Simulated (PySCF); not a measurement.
Sulfuryl chloride, Cl2O2S.
SMILES with atom numbers: `[O:1]=[S:2](=[O:3])([Cl:4])[Cl:5]`

Theory: PySCF, PBE0-D3(BJ)/def2-SVP geometry optimisation, gas phase.

Task: What internal coordinates does the optimisation give?

Result: 
```
          bond  length (pm)
  O1=S2, S2=O3        143.6
S2–Cl4, S2–Cl5        205.3
```

Bonds in one row agree within 1 pm and their mean is given. A selection of angles:
```
     angle  degrees
  O1–S2–O3    123.5
 O1–S2–Cl4    107.9
Cl4–S2–Cl5     99.4
```

S2 (sulfonyl sulfur) is distorted tetrahedral (angles from 99.4° to 123.5°).

Point group: C2v (tolerance 0.08 Å). Not checked by PBE0-D3(BJ)/def2-SVP frequencies.

---

Compound: CH2BrCl.
Bonds: Cl1–C2, C2–Br3. Hydrogens: H4, H5 on C2.

Method used: PBE0-D3(BJ)/def2-SVP geometry optimisation, gas phase in PySCF 2.14.0.

Give the optimised bond lengths and angles.

```tsv
bond	length (Å)	order
Cl1–C2	1.761	single
C2–Br3	1.930	single
C2–H4, C2–H5	1.095	single
```

Bonds in one row agree within 0.01 Å and their mean is given. Orders are formal, as drawn. A selection of angles:
```tsv
angle	degrees
Cl1–C2–Br3	113.7
Cl1–C2–H4	108.9
Br3–C2–H4	107.2
H4–C2–H5	111.0
```

Point group: Cs (tolerance 0.08 Å). Stationary, but not proved a minimum.

The run took 6.1 s of wall time on an AMD EPYC 7R43 with one thread, on a shared host, and the process peaked at 0.32 GiB of memory. This is the geometry optimisation.
